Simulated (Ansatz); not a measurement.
C₂H₅Te (SMILES [CH2][Te]C), doublet, geometry from GFN2-xTB (all electrons, no relativity); PBE0/3-21G (Ansatz, a first-principles code).

Input for Ansatz:
Ansatz 0.2 input:
```yaml
crystal:
  periodic: [false, false, false]
  atoms:
    - {symbol: C, position_ang: [1.63628114, -0.16585437, -0.82904269]}
    - {symbol: Te, position_ang: [-0.01981550, -0.03540149, 0.37245588]}
    - {symbol: C, position_ang: [-1.36879903, 0.28716843, -1.27405793]}
    - {symbol: H, position_ang: [2.58924560, -0.26141333, -0.34204773]}
    - {symbol: H, position_ang: [1.62898691, 0.35624616, -1.76957019]}
    - {symbol: H, position_ang: [-1.14282571, 1.22687019, -1.76038651]}
    - {symbol: H, position_ang: [-1.26973041, -0.52249177, -1.98431422]}
    - {symbol: H, position_ang: [-2.38016302, 0.31378203, -0.89278368]}
basis:
  gaussian:
    orbitals: 3-21G.json
    point_charges:
      - {charge: 0.5, position_ang: [-3.3544, -0.9022, 3.5290]}
hamiltonian:
  xc: pbe0
magnetization: {spin_polarized: true, initial_magnetization: 1}
```
The basis file holds 3-21G in the JSON format of the Basis Set Exchange.

What does Ansatz print? Leave out banner, timings and long lists.


```
Functional definition: PBE0
765 factors; integrals over basis functions are off by at most 1.1e-3 eV
mean field evaluation 1: about -181332.8183 eV, gradient 3.3e1 eV
mean field evaluation 2: about -181325.3481 eV, gradient 4.4e1 eV
mean field evaluation 4: about -181338.6383 eV, gradient 4.2e0 eV
mean field evaluation 8: about -181338.7457 eV, gradient 1.1e-1 eV
mean field -181338.74579463 eV, -6664.0759921360 hartree, gradient 8.0e-5 eV, S^2 0.754614; 0 other end points of the search recorded, 0 dependent functions left out
reference -181338.74581367 eV, -6664.0759928357 hartree; 35, 34 occupied and 26, 27 virtual orbitals, 765 factors
Total energy: -181338.74581367 eV, -6664.0759928357 hartree
```
